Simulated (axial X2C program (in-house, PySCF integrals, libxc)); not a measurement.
RbNb along the bond: PBE0, 2c

Computed with an in-house relativistic program for diatomic molecules. Two-component (2c) means X2C with spin–orbit coupling and atomic mean-field two-electron Coulomb and Gaunt terms. Basis: Nb dyall-cv3z [11s12p9d5f3g], Rb dyall-cv3z [12s13p8d4f1g] (cores contracted in-house); Gaussian nuclei, density fitting, unrestricted open shells. Masses: Nb 92.906 u, Rb 84.912 u.

State: Ω = 2 (⟨Sz⟩ = 2.00, ⟨Lz⟩ = 0.00 at PBE0). Dipoles are positive if Rb is the positive end.

```json
{"R (Å)": "3.320", "μ (D)": "5.261", "HOMO (eV)": "-3.30", "LUMO (eV)": "-1.35"}
{"R (Å)": "3.429", "μ (D)": "5.410", "HOMO (eV)": "-3.30", "LUMO (eV)": "-1.36"}
{"R (Å)": "3.539", "μ (D)": "5.563", "HOMO (eV)": "-3.29", "LUMO (eV)": "-1.37"}
{"R (Å)": "3.648", "μ (D)": "5.710", "HOMO (eV)": "-3.29", "LUMO (eV)": "-1.39"}
{"R (Å)": "3.776", "μ (D)": "5.867", "HOMO (eV)": "-3.28", "LUMO (eV)": "-1.41"}
{"R (Å)": "3.903", "μ (D)": "5.997", "HOMO (eV)": "-3.28", "LUMO (eV)": "-1.42"}
{"R (Å)": "4.067", "μ (D)": "6.116", "HOMO (eV)": "-3.26", "LUMO (eV)": "-1.45"}
```

Problem. The minimum lies at 3.644 Å. What is the dipole moment there, and its slope?

Solution. At PBE0, 2c, with the sign and origin stated: μ = 5.71 D, dμ/dR = 1.31 D/Å.

The state is a single determinant with fixed occupations, the lowest that a limited PBE0 search found. Density functionals use the spin component along the axis (collinear). PBE0 can misorder states that lie within some tenths of an eV, so this need not be the ground state of the molecule. The nearest other spin-free determinant of the search, M_S = 2, Λ = 2, lies 0.04 eV up at the distance of the search. With several unpaired electrons one determinant need not be a pure state. A state of lower Ω lies just above, and one determinant can place such states too high, so the state shown need not be the lowest. The search has Ω = 1 only 0.02 eV up. Open-shell Ω = 0 determinants with evenly filled partner blocks cannot be reached by this program, so the Ω shown need not be the lowest component. The determinant is spin-polarised beyond a pure state at some levels (its spin-free form has ⟨S²⟩ too high), which makes Re and μ there less reliable.
